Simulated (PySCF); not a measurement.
## Two-component Hartree-Fock for Mg (magnesium, neutral)

Start: [Ne] 3s2. Calculated with PySCF 2.14 in x2c-TZVPall-2c with one added diffuse shell each of s, p, d type (6s6p4d, 44 functions): generalised Hartree-Fock with the X2C-1e Hamiltonian and a Gaussian nucleus; one run each with spin-orbit coupling (SO) switched off, then screened by Boettger's factors.

| spinor shell | electrons | ε, spin-free (eV) | ε, screened SO (eV) | weight of nominal j (screened SO) | rms radius, screened SO (bohr) |
| --- | --- | --- | --- | --- | --- |
| 1s1/2 | 2 | -1336.5 | -1336.5 | 1.000 | 0.151 |
| 2s1/2 | 2 | -102.85 | -102.85 | 1.000 | 0.754 |
| 2p1/2 | 2 | -62.045 | -62.259 | 1.000 | 0.772 |
| 3s1/2 | 2 | -6.895 | -6.895 | 1.000 | 3.52 |

(1) Where does 2p3/2 lie, and what is the 2p spin-orbit splitting (screened SO)?

| quantity | spin-free | screened SO |
| --- | --- | --- |
| E (hartree) | -199.91297 | -199.91305 |
| M_J | 0 | 0 |
| ⟨J²⟩ | 0.000 | 0.000 |
| ⟨L²⟩ | 0.000 | 0.000 |
| ⟨S²⟩ | 0.000 | 0.000 |

Without spin-orbit coupling the j labels of p, d and f shells carry no meaning; the spin-free column gives the mean over the occupied spinors of each nl shell.

Answers

(1) At -61.938 eV, 0.322 eV above 2p1/2.
